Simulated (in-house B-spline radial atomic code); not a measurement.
KLI/ALDAx excitations of Xe8+

Method: KLI/ALDAx. Computed with an all-electron radial atomic-structure program (B-spline basis): linear response of the closed shell [Kr] 4d10 with the adiabatic LDA exchange kernel on the exchange-only KLI potential; scalar-relativistic (spin-free one-electron X2C), finite nucleus, no spin-orbit coupling, no double excitations, S, P, D and F terms only; shells from n = 2 respond. Only terms of natural parity with L up to 3 were computed.

Command:
```bash
python run_td.py task.json out
```
Settings (radii: box in bohr, nucleus in fm):
```
Z                        54
electrons                46
configuration            [Kr] 4d10
hamiltonian              x2c
method                   kli
box_radius               11.59
rms_radius               4.7859
intervals                100
```

Cost of the run: 6 s on 1 thread of Arm Neoverse N1, on a shared host.

The lowest states, in the order of their Tamm-Dancoff energies; the method's threshold (minus the highest occupied level) is 180.56 eV. Labels give the largest channel, * marks a mixed state, and oscillator strengths are full-response dipole values. Semilocal kernels can invert the small singlet-triplet splittings of Rydberg terms. Energies in eV:

| state | full response | Tamm-Dancoff | oscillator strength |
| --- | --- | --- | --- |
| 4d → 5s 3D | 55.15 | 55.17 | - |
| 4d → 5s 1D | 56.16 | 56.17 | - |
| 4d → 5p 3P | 71.88 | 71.90 | - |
| 4d → 5p 3F | 72.28 | 72.29 | - |
| 4d → 5p 1F | 72.98 | 72.98 | - |
| 4d → 5p 1P | 74.17 | 74.26 | 1.01 |
| 4d → 4f 3P | 82.65 | 82.71 | - |
| 4d → 4f 3F | ? | ? | - |
| 4d → 4f 1F | ? | ? | - |
| 4d → 5d 3S | 96.10 | 96.14 | - |

Task: Where does 4d → 4f 3F lie?

Result: At 84.18 eV in full response, 84.21 eV in Tamm-Dancoff.

Task: Where does 4d → 4f 1F lie?

Result: At 87.35 eV in full response, 87.44 eV in Tamm-Dancoff.

Task: How large is the singlet-triplet splitting of 4d → 5s (D terms) in Tamm-Dancoff?

Result: 1.01 eV, from the unrounded values.

Task: What polarisabilities and dispersion coefficient does the method give?

Result: Dipole 0.8395 bohr³, quadrupole 0.8638 bohr⁵, C6 2.102 hartree·bohr⁶ for two such species.
